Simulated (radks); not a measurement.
Values are calculated unless marked as measured or tabulated.
Charge is removed step by step from the 4f up level of the promethium ion Pm2+, starting from [Xe] 4f(up 5, down 0). Level of theory: scalar-relativistic Kohn-Sham, LDA (Slater exchange, Perdew-Wang correlation), spin-polarised, spherical densities, finite nucleus; Fermi nuclear charge, rms radius 4.962 fm (a radial shooting solver on a logarithmic mesh with Libxc functionals).

removed (e)  E - E(0) (eV)  eigenvalue (eV)  E minus straight line (eV)
0                    0.000          -16.532                       0.000
0.125                2.189          -18.439                      -0.888
0.25                 4.621          -20.397                      -1.534
0.375                7.300          -22.405                      -1.932
0.5                 10.233          -24.459                      -2.076
0.625               13.427          -26.558                      -1.960
0.75                16.885          -28.701                      -1.579
0.875               20.614          -30.885                      -0.927
1                   24.618          -33.110                       0.000

Removing the whole electron costs 24.618 eV by Delta-SCF, against 16.532 eV from minus the eigenvalue at the starting occupation. Slater's transition state (half an electron removed) gives 24.459 eV. Integrating minus the eigenvalue over the occupation (Janak's theorem) gives 24.579 eV. In this scalar-relativistic scheme the density is built from large components alone, so the theorem holds only approximately. The mean slope of the eigenvalue, de/dn, is 16.6 eV per electron. Ionisation energy of Pm2+ in the NIST Atomic Spectra Database: 22.4 eV (semi-empirical).
